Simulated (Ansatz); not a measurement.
C2H9GaO2 (`[CH3][Ga-]([CH3])([OH])[OH2+]`). The species carries charge 0 and has multiplicity 1.

```xyz
14

C     1.4586   -0.5137    1.3926
Ga   -0.0084   -0.2659    0.1175
C     0.0081   -0.4277   -1.8506
O    -1.6881   -0.4405    0.8971
O    -0.5502    1.8355    0.4566
H     2.3460    0.0489    1.0954
H     1.1509   -0.1807    2.3853
H     1.7382   -1.5679    1.4611
H     0.1287   -1.4723   -2.1498
H     0.8401    0.1307   -2.2870
H    -0.9214   -0.0627   -2.2948
H    -2.3506   -0.8486    0.3383
H    -1.3871    1.4303    0.7752
H    -0.7649    2.3346   -0.3369
```

Problem. What are the harmonic wavenumbers in cm⁻¹ at PBE0-D4/def2-TZVP (Ansatz, finite differences of forces, unscaled)? (Best estimate.)

Solution. The calculation gave: 69, 80, 118, 134, 142, 170, 207, 235, 315, 399, 525, 541, 597, 605, 673, 685, 732, 752, 787, 803, 1225, 1228, 1448, 1450, 1455, 1457, 1628, 3045, 3054, 3127, 3131, 3135, 3148, 3495, 3885, 3917.

Problem. Is this a minimum?

Solution. Yes, all 36 modes are real.

Problem. Give the ideal-gas thermochemistry at 298.15 K and 1 bar (rigid rotor, harmonic oscillator; point group C1, symmetry number 1).

Solution. Zero-point energy 289.5 kJ/mol; H(298) − E = 318.7 kJ/mol; entropy 406.3 J/(mol·K), of which translation 170.0, rotation 113.5, vibration 122.8; G(298) − E = 197.6 kJ/mol. Modes under 100 cm⁻¹ are hindered rotations or soft bends, so the harmonic entropy is rough.

Problem. And at 400, 500, 600, 800 and 1000 K?

Solution. 
| T (K) | H − E (kJ/mol) | S (J/mol/K) | G − E (kJ/mol) |
| --- | --- | --- | --- |
| 400 | 335.3 | 454.1 | 153.7 |
| 500 | 353.8 | 495.2 | 106.2 |
| 600 | 373.9 | 531.8 | 54.8 |
| 800 | 417.9 | 594.9 | -58.1 |
| 1000 | 466.0 | 648.5 | -182.5 |
